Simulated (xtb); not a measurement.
Zn(OH)(SH) (H₂OSZn), SMILES [OH][Zn][SH]. All values are semi-empirical tight-binding results from xtb (GFN2-xTB unless named), good for trends rather than for accurate numbers. Geometry optimised at GFN2-xTB. Other conformers were not sampled.

For metal compounds this method's bond lengths and energies can be far off.

Computed properties:
- point group as xtb finds it: Cs
- orbital gap: 2.88 eV
- zero-point energy: 12.3 kcal/mol
- G − E(el) at 298.15 K (modified RRHO): -6.3 kcal/mol
